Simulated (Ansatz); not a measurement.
```xyz
10

F     1.934    1.191   -0.594
C     0.595    0.912   -0.503
C     0.234    0.172    0.782
Si   -0.879   -1.061   -0.098
S     0.062   -0.249   -1.837
H     0.065    1.859   -0.623
H     1.129   -0.340    1.142
H    -0.152    0.811    1.576
H    -0.653   -2.506    0.159
H    -2.335   -0.787   -0.004
```

The species carries charge 0 and has multiplicity 1.

Question: List the ωB97M-V/def2-TZVPP orbital energies in eV (Ansatz 0.2.0). (Estimate.)

Answer: Ansatz gave: Occupied: -2426.65, -1807.67, -677.54, -284.78, -281.69, -220.64, -163.75, -163.67, -163.57, -148.70, -102.85, -102.79, -102.79, -36.59, -25.70, -22.22, -20.33, -17.38, -16.93, -16.17, -15.66, -14.37, -13.40, -12.45, -11.89, -11.34, -10.70, -9.49. Lowest empty: 1.39, 1.74, 2.65, 3.04, 3.55, 3.72, 4.15, 4.68.
